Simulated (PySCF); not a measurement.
Gas-phase reaction: 2 SnCl2 + SnHCl3 ⇌ SnHCl + 2 SnCl3

Energies from PySCF (xtb for GFN2), thermal terms from the rigid-rotor harmonic-oscillator model, ideal gas at 1 bar. † marks an energy on the PBE0/def2-TZVP geometry and frequencies; other levels use their own. MP2 freezes the core. Open shells (unrestricted): SnCl3 (multiplicity 2); the rest are closed-shell singlets. GFN2 has no spin-polarisation term. B3LYP is the form with VWN-RPA correlation. Sn: scalar-relativistic def2 core potential, no spin-orbit coupling. SnHCl3, SnHCl, SnCl3: computed as isolated molecules; such fragments, hydroxides, amides, oligomers or adducts are transient or little studied in the gas. MP2 isn't extrapolated to the basis-set limit; its ΔH°(298 K) is 233.6 kJ in def2-SVP and 270.2 kJ in def2-TZVPP. The harmonic model lacks anharmonicity and excited electronic states, which grow with temperature; levels with a mode under 35 cm⁻¹ are left out. Soft modes under 120 cm⁻¹ make the harmonic entropy rough for SnCl2, SnHCl3, SnCl3.

ΔH° and ΔS° at 298 K: B3LYP/def2-TZVP† 236 kJ, 19 J/K; GFN2-xTB 157 kJ, 31 J/K; HF/def2-TZVP† 197 kJ, 19 J/K; M06-2X/def2-TZVP† 215 kJ, 19 J/K; MP2/def2-TZVPP† 270 kJ, 19 J/K; PBE/def2-SVP 220 kJ, 23 J/K.

Question: With the heat capacities included, give log10 K (1 bar) at 500, 1000, 1200, 2000, 2500 K from B3LYP/def2-TZVP†, GFN2-xTB, HF/def2-TZVP†, M06-2X/def2-TZVP†, MP2/def2-TZVPP†, PBE/def2-SVP.

Answer: 
| T (K) | B3LYP/def2-TZVP† | GFN2-xTB | HF/def2-TZVP† | M06-2X/def2-TZVP† | MP2/def2-TZVPP† | PBE/def2-SVP |
|---|---|---|---|---|---|---|
| 500 | -23.6 | -14.7 | -19.6 | -21.4 | -27.2 | -21.8 |
| 1000 | -11.3 | -6.5 | -9.2 | -10.1 | -13.1 | -10.2 |
| 1200 | -9.2 | -5.1 | -7.5 | -8.3 | -10.7 | -8.3 |
| 2000 | -5.0 | -2.3 | -4.0 | -4.5 | -5.9 | -4.4 |
| 2500 | -3.8 | -1.5 | -3.0 | -3.4 | -4.5 | -3.3 |
